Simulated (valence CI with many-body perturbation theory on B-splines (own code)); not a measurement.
# Forbidden lines of Gd³¹⁺

Level of theory: valence CI with perturbative core correlation (CI+MBPT): five valence electrons over a frozen Dirac-Fock core [Ar] 3d10, a basis of 9 s, 9 p, 8 d, 6 f, 3 g, 1 h functions for each j, with the one-electron correlation potential Σ1 (screened to all orders), the two-electron term Σ2, the three-electron term Σ3, Breit, model QED; selected single and double excitations, second order for the rest (own B-spline code, finite nucleus).

The last digits are not significant, and no measured levels were compared; by estimate large intervals hold to a few tenths of a per cent, small ones and those within an open d or f shell to about a per cent. Among the levels kept, up to 250 cm⁻¹ of a level comes from second order outside the variational space, and about a tenth of that is noise between levels of different J, which matters for small intervals.

Lines 1 to 20 of 20 in falling wavelength, among levels below 1974000 cm⁻¹, chosen from the decays that carry over 1 % of a level's rate. Wavelengths and rates use the calculated energies. Electric multipoles are in the length gauge, E1 and E2 with the static RPA response of the core. S is in atomic units (e²a₀⁴ for E2 and M2, e²a₀⁶ for E3), for M1 in squared Bohr magnetons. Weak lines are less certain than strong ones. Lines between different terms over intervals too small for the method are left out, as are lines whose strength nearly cancels.

Levels are named by their leading jj configuration (3d3/2^4 stands for four electrons in 3d with j = 3/2), which in mixed levels can hold well under half, so a name can repeat and another be missing. Letters in brackets count levels of one name in rising energy.

```tsv
λ vac (nm)	Upper	Lower	Type	A (s⁻¹)	S (a.u.)
267.1	(4s^2 4p1/2 4p3/2 4d5/2) J=9/2	(4s^2 4p1/2 4p3/2 4d5/2) J=7/2 [a]	M1	2.33e+02	1.65e+00
129.6	(4s^2 4p1/2 4p3/2 4d5/2) J=9/2	(4s^2 4p1/2 4p3/2 4d3/2) J=7/2	M1	5.70e+03	4.59e+00
39.63	(4s^2 4p3/2^2 4d5/2) J=9/2	(4s^2 4p1/2 4p3/2 4d5/2) J=7/2 [b]	M1	1.50e+05	3.45e+00
33.78	(4s^2 4p1/2 4p3/2 4d5/2) J=9/2	(4s^2 4p1/2^2 4d5/2) J=5/2	E2	2.52e+03	9.88e-02
32.27	(4s^2 4p1/2 4p3/2^2) J=3/2	(4s^2 4p1/2^2 4p3/2) J=3/2	M1	6.05e+05	3.01e+00
31.70	(4s^2 4p3/2^3) J=3/2	(4s^2 4p1/2 4p3/2^2) J=1/2	M1	1.54e+05	7.25e-01
30.24	(4s^2 4p3/2^2 4d5/2) J=9/2	(4s^2 4p1/2 4p3/2 4d5/2) J=9/2	M1	2.93e+05	3.00e+00
28.99	(4s^2 4p1/2 4p3/2^2) J=5/2	(4s^2 4p1/2^2 4p3/2) J=3/2	M1	1.10e+05	5.99e-01
28.99	(4s^2 4p1/2 4p3/2^2) J=5/2	(4s^2 4p1/2^2 4p3/2) J=3/2	E2	1.03e+04	1.13e-01
27.80	(4s^2 4p3/2^3) J=3/2	(4s^2 4p1/2 4p3/2^2) J=5/2	M1	2.14e+05	6.83e-01
27.80	(4s^2 4p3/2^3) J=3/2	(4s^2 4p1/2 4p3/2^2) J=5/2	E2	2.33e+04	1.38e-01
27.16	(4s^2 4p3/2^2 4d5/2) J=9/2	(4s^2 4p1/2 4p3/2 4d5/2) J=7/2 [a]	M1	2.48e+05	1.84e+00
25.69	(4s^2 4p1/2 4p3/2^2) J=1/2	(4s^2 4p1/2^2 4p3/2) J=3/2	M1	4.66e+05	5.86e-01
25.69	(4s^2 4p1/2 4p3/2^2) J=1/2	(4s^2 4p1/2^2 4p3/2) J=3/2	E2	1.32e+04	2.64e-02
25.33	(4s^2 4p3/2^3) J=3/2	(4s^2 4p1/2 4p3/2^2) J=3/2	M1	9.43e+05	2.27e+00
24.52	(4s^2 4p3/2^2 4d5/2) J=9/2	(4s^2 4p1/2 4p3/2 4d3/2) J=7/2	M1	2.75e+04	1.50e-01
20.51	(4s^2 4p1/2 4p3/2 4d5/2) J=9/2	(4s 4p1/2^2 4p3/2^2) J=5/2	E2	1.31e+03	4.23e-03
12.22	(4s^2 4p3/2^2 4d5/2) J=9/2	(4s 4p1/2^2 4p3/2^2) J=5/2	E2	1.11e+04	2.71e-03
9.697	(4s^2 4p1/2 4p3/2 4d5/2) J=9/2	(4s^2 4p1/2 4p3/2^2) J=5/2	M2	2.33e+03	1.79e-04
7.267	(4s^2 4p1/2 4p3/2 4d5/2) J=9/2	(4s^2 4p1/2^2 4p3/2) J=3/2	E3	1.26e+02	4.30e-02
```
